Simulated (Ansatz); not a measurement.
Molecule: C₅H₁₀Si (charge 0, singlet). SMILES: C(C(C=C)=C)[SiH3]
Geometry from a B3LYP-D3(BJ)/def2-TZVP (Ansatz, a first-principles code) optimisation:
```
C
C 1 1.3397
H 2 1.0823 1 121.77
H 2 1.0823 3 117.05 1 -179.83
C 1 1.4634 2 119.28 3 179.83
C 5 1.3331 1 126.63 2 -179.94
H 6 1.0815 5 120.95 1 179.85
H 6 1.0818 7 116.43 5 -179.71
H 5 1.0857 6 118.58 7 -0.03
C 1 1.5037 2 121.42 3 -1.68
H 10 1.0921 1 109.90 2 24.44
H 10 1.0921 11 106.73 1 -120.66
Si 10 1.8920 11 106.78 12 -116.35
H 13 1.4798 10 111.55 11 -177.85
H 13 1.4815 14 108.95 10 -120.74
H 13 1.4843 14 108.71 15 -118.45
```
Charge 0, spin multiplicity 1.

Property: vertical triplet-singlet gap (E(triplet) - E(singlet); each state is the SCF solution reached for its spin; for the triplet the Hartree-Fock reference is unstable and T1 is 0.020; for the singlet the Hartree-Fock reference is unstable and T1 is 0.011), in kcal/mol. Valence correlation only, unless marked. UHF or UKS for open shells. Spin-orbit coupling is left out. Non-relativistic. 

| level | program | vertical triplet-singlet gap (kcal/mol) |
|---|---|---|
| HF/aug-cc-pV(T+d)Z | Ansatz | 59.9 |
| PBE/def2-TZVPD | Ansatz | 72.5 |
| PBE0/def2-TZVPD | Ansatz | 72.5 |
| BHLYP/def2-TZVPD | Ansatz | 73.3 |
| wB97X-V/def2-TZVPD | Ansatz | 79.1 |
| CCSD(T)/aug-cc-pV(D+d)Z | Ansatz | 78.9 |
